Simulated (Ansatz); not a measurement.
Calculated with Ansatz (gas phase, PBE0-D4/def2-TZVP geometries, no zero-point term in ΔE). CCSD(T)/CBS adds triple-zeta CCSD(T) − MP2 to the extrapolated MP2 energy (def2 sets, frozen cores). Double bonds are as drawn, so ΔE can hold a change between cis and trans. Functionals use def2-TZVPP. One conformer a species, not always the lowest.

Reaction (formal exchange of groups at the Si–N bond): `F/C=N/[SiH3]` + `COC1=CC1` → `[SiH3]OC1=CC1` + `C/N=C\F`

```tsv
species	PBE0 energy (Eh)
`F/C=N/[SiH3]`	-484.35587
`COC1=CC1`	-230.96600
`[SiH3]OC1=CC1`	-482.30736
`C/N=C\F`	-233.03331
```

(1) Work out ΔE.

Largest T1 diagnostic among the species: 0.014.

## Answers

(1) ΔE = (-482.30736) + (-233.03331) − (-484.35587) − (-230.96600) = -0.01880 Eh = -49.4 kJ/mol. CCSD(T)/CBS gives -55.7 kJ/mol.

In def2-TZVPP, CCSD(T) changes the Hartree–Fock value by −4.3 kJ/mol (the triples alone add +0.4 kJ/mol) and MP2 by −4.2 kJ/mol.
